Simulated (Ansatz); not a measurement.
Calculated with Ansatz (gas phase, PBE0-D4/def2-TZVP geometries, no zero-point term in ΔE). CCSD(T)/CBS adds triple-zeta CCSD(T) − MP2 to the extrapolated MP2 energy (def2 sets, frozen cores). This one scheme is used for every species, atoms too. Functionals use def2-TZVPP. HSE06 is defined as in plane-wave codes. No spin–orbit coupling; open shells (•) take unrestricted orbitals. Spin–orbit coupling would lower the free atoms: a little for Al; clearly for Ga. Bonds to Ga are less sure, by a few kJ/mol each and by 10 to 20 or more in all where they break to atoms, as the def2 sets lack core-valence functions. Scalar relativity is left out up to krypton. One conformer a species, not always the lowest.

`[NH2][GaH][AlH2]` → Al• + Ga• + 5 H• + N•  (atomization)

Question: What is ΔE at CCSD(T)/CBS? (Estimate.)

Answer: Computed: +21.89 eV.

Question: What do these levels give: r2SCANh-D4, CAM-B3LYP-D4, PBE, revPBE, r2SCAN, HSE06, CAM-B3LYP, HF/def2-SVP, HF/def2-TZVPP, CCSD(T)/def2-TZVPP, MP2/def2-QZVPP, CCSD/CBS(def2)? (An estimate is asked.)

Answer: Computed: r2SCANh-D4 21.57, CAM-B3LYP-D4 21.83, PBE 21.54, revPBE 20.85, r2SCAN 21.67, HSE06 21.31, CAM-B3LYP 21.71, HF/def2-SVP 15.19, HF/def2-TZVPP 15.20, CCSD(T)/def2-TZVPP 21.29, MP2/def2-QZVPP 21.58, CCSD/CBS(def2) 21.61 eV.

Largest T1 diagnostic among the species: 0.018.

In def2-TZVPP, CCSD(T) changes the Hartree–Fock value by +6.10 eV (the triples alone add +0.27 eV) and MP2 by +6.03 eV; breaking electron pairs costs correlation energy, which Hartree–Fock lacks. Leaving LDA and LC-ωPBE aside and taking each functional with its dispersion term where it has one, the values, not all of them listed here, spread over 0.85 eV, from revPBE-D4 to B97M-V. LDA lies +2.92 eV from PBE without D4, its usual overbinding. From BLYP to BHLYP (50 % exact exchange), in def2-TZVPP and without D4, ΔE moves by −0.22 eV: exact exchange takes away binding that semilocal exchange gives to molecules.

For atomizations the MP2-based limit and the directly extrapolated one differ by several kJ/mol either way, and by 10 to 25 for some Ge, Se and Sn compounds, so smaller differences from it don't rank the levels.
